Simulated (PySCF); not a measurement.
A structure optimised at PBE0-D3(BJ)/def2-SVP, used in a PySCF frequency run:

```xyz
10

Si    -0.5999    -1.0938     0.0000
C      0.9598    -2.1186     0.0000
N     -0.1913     0.5849     0.0000
C      0.0661     1.7527     0.0000
O      0.3225     2.8932     0.0000
H     -1.4223    -1.3654    -1.2150
H     -1.4223    -1.3654     1.2150
H      0.7127    -3.1918     0.0000
H      1.5674    -1.9044    -0.8922
H      1.5674    -1.9044     0.8922
```

Problem. Write its SMILES, formula and point group.

Solution. C[SiH2]N=C=O, C2H5NOSi, Cs

Problem. What are its rotational constants (standard atomic weights)?

Solution. 13.501, 1.7543, 1.5975 GHz
